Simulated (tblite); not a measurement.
C₄H₅FGeO₂.
Atom-mapped SMILES: `[CH3:1][C:2](=[O:3])[C:4]1=[C:5]([F:6])[GeH2:7][O:8]1` (hydrogens: H9, H10, H11 on C1; H12, H13 on Ge7)

Computed with GFN2-xTB (tblite), gas phase: L-BFGS steps from a force-field or distance-geometry start until the largest atomic force falls under 0.01 eV/Å.

Step 0: E = -702.4674 eV
```
atom  x, y, z in Å  |  force x, y, z in eV/Å
C1     -2.2738    0.4534    0.3994   -0.917   0.613   0.230
C2     -1.2206   -0.4939   -0.0345   -0.513  -2.557  -1.054
O3     -1.5185   -1.5971   -0.5608    1.037   2.600   1.201
C4      0.1938   -0.1547    0.1768    2.258  -0.698  -0.186
C5      1.3474   -0.8683   -0.1084   -2.629  -2.472  -1.365
F6      1.5818   -2.0713   -0.6919   -0.775   0.565   0.258
Ge7     2.4330    0.4269    0.5403    3.417   1.362   1.014
O8      0.8148    1.0163    0.7774   -2.610   0.201  -0.059
H9     -2.1506    1.4173   -0.1340   -0.018  -0.451   0.425
H10    -3.2926    0.0453    0.1723    0.948   0.266   0.122
H11    -2.2141    0.6313    1.4923    0.105   0.022  -0.638
H12     3.1896    1.1854   -0.5670   -0.144   0.001   0.619
H13     3.1056    0.0099    1.8844   -0.161   0.548  -0.565
```

Step 1: E = -702.8468 eV
```
atom  x, y, z in Å  |  force x, y, z in eV/Å
C1     -2.2869    0.4622    0.4027    0.120  -0.019  -0.014
C2     -1.2280   -0.5305   -0.0496    0.753   2.847   1.492
O3     -1.5037   -1.5599   -0.5437   -0.356  -2.361  -1.167
C4      0.2261   -0.1647    0.1742   -0.154  -0.111  -0.012
C5      1.3098   -0.9036   -0.1279    0.271   0.376   0.141
F6      1.5707   -2.0632   -0.6883   -0.662  -0.862  -0.440
Ge7     2.4818    0.4463    0.5548    0.690  -0.229   0.100
O8      0.7775    1.0192    0.7765   -1.281  -0.406  -0.289
H9     -2.1509    1.4108   -0.1279    0.013  -0.189   0.243
H10    -3.2790    0.0491    0.1741    0.352   0.136   0.041
H11    -2.2126    0.6316    1.4832    0.103   0.052  -0.324
H12     3.1876    1.1854   -0.5581    0.087   0.254   0.396
H13     3.1033    0.0177    1.8764    0.065   0.511  -0.168
```

Step 2: E = -702.9447 eV
```
atom  x, y, z in Å  |  force x, y, z in eV/Å
C1     -2.2884    0.4639    0.4033    0.295  -0.044  -0.008
C2     -1.2206   -0.5046   -0.0351    0.039  -0.889  -0.343
O3     -1.5046   -1.5798   -0.5538    0.491   1.142   0.530
C4      0.2314   -0.1682    0.1734   -0.757   0.151   0.093
C5      1.3047   -0.9069   -0.1305    0.819   0.213   0.092
F6      1.5603   -2.0717   -0.6927   -0.660  -0.640  -0.331
Ge7     2.5008    0.4479    0.5592   -0.043  -0.396  -0.106
O8      0.7540    1.0150    0.7729   -0.742  -0.459  -0.283
H9     -2.1508    1.4071   -0.1236    0.018   0.019   0.140
H10    -3.2718    0.0516    0.1749    0.156   0.013  -0.021
H11    -2.2111    0.6323    1.4773    0.083   0.106  -0.094
H12     3.1881    1.1884   -0.5514    0.152   0.323   0.310
H13     3.1036    0.0256    1.8726    0.149   0.461   0.019
```

**Question.** Estimate the geometry and energy of step 3. (The exact step hangs on the optimiser's Hessian estimate; all steps are aligned on step 2, rigid shifts and turns removed.)

**Answer.** E = -703.0019 eV, largest force 0.724 eV/Å
```
atom  x, y, z in Å  |  force x, y, z in eV/Å
C1     -2.2848    0.4637    0.4033    0.250  -0.055  -0.015
C2     -1.2172   -0.5057   -0.0339   -0.014  -0.494  -0.189
O3     -1.4991   -1.5734   -0.5511    0.312   0.593   0.274
C4      0.2227   -0.1673    0.1744    0.101  -0.203  -0.044
C5      1.3145   -0.9044   -0.1297    0.108   0.005  -0.032
F6      1.5484   -2.0832   -0.6987   -0.631  -0.235  -0.132
Ge7     2.5058    0.4428    0.5591   -0.181  -0.263  -0.129
O8      0.7369    1.0075    0.7679   -0.511  -0.279  -0.176
H9     -2.1505    1.4062   -0.1205    0.043   0.084   0.083
H10    -3.2676    0.0525    0.1749    0.125  -0.011  -0.029
H11    -2.2095    0.6339    1.4742    0.092   0.108   0.006
H12     3.1904    1.1937   -0.5453    0.145   0.320   0.299
H13     3.1056    0.0341    1.8717    0.162   0.430   0.083
```

The energy changes by -0.0573 eV. The first-order estimate −F·Δx gives -0.0751 eV and the mean of the old and new forces, exact on a quadratic surface, -0.0572 eV. The step makes an angle of 33° with the force vector and moves no atom by more than 0.019 Å.

The cost below is that of the whole relaxation. Time: 0.58 s. Hardware: one thread, Intel Xeon at 2.50 GHz (x86_64), no GPU, shared host.
